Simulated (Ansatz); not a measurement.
Species: [Y(CH3)(Br)2] (charge 0, multiplicity 1), formula CH3Br2Y.

Problem. How many basis functions does frozen-core CCSD(T)/def2-TZVPP // PBE-D3(BJ)/def2-SVP (Ansatz, an electronic-structure program) use, how many core orbitals are frozen, and how many electrons are correlated?

Solution. 225 basis functions and 19 frozen orbitals, which leaves 52 correlated electrons. Core time is of the order of minutes.
